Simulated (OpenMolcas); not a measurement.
Computed levels of 3s2 3p4 in ions with 16 electrons, in cm-1 above 3P2.

```
Program             : OpenMolcas
Method              : SS-CASPT2, IPEA 0.25 Eh, imaginary shift 0.1 Eh
Basis               : ANO-R2
Scalar Hamiltonian  : X2C, finite nucleus
Spin-orbit coupling : RASSI with atomic mean-field integrals over the reference wave functions, term energies averaged over their components
```

Active space for each ion: 4 electrons in 3 orbitals (3p); closed shells correlated by CASPT2: 2s 2p 3s.

```
Level      S   Ar2+
  3P1    371   1039
  3P0    542   1482
  1D2   9720  14540
  1S0  23910  35240
```

**Question.** Estimate 3P0, 1D2, 1S0 for Cl+ from its neighbours S and Ar2+.

**Answer.** 3P0 is fine structure, which grows about as the fourth power of a screened charge, so the fourth roots are averaged: ((542^0.25 + 1482^0.25) / 2)^4 = 925. The calculation gives 938, so the estimate is off by -1.4 %; the measured value is 996 (NIST Handbook of Basic Atomic Spectroscopic Data).
1D2 is another term, which grows about linearly with the charge: (9720 + 14540) / 2 = 12130. The calculation gives 12100, so the estimate is off by +0.2 %; the measured value is 11654 (NIST Handbook of Basic Atomic Spectroscopic Data).
1S0 is another term, which grows about linearly with the charge: (23910 + 35240) / 2 = 29575. The calculation gives 29610, so the estimate is off by -0.1 %; the measured value is 27878 (NIST Handbook of Basic Atomic Spectroscopic Data).

Term energies are means over components that CASPT2 splits; among the terms shown or strongly mixed into the levels shown the widest spread is 180 cm-1 (3s2 3p4 1D, S). With the s shell closed, the reference lacks s² → p² mixing. Computed and measured levels are paired by configuration, term and J; levels that our copy of the source lacks, or whose pairing is in doubt (as where it misses far off the trend of its configuration), stay unpaired and out of the deviations. Only configurations of the active space appear.
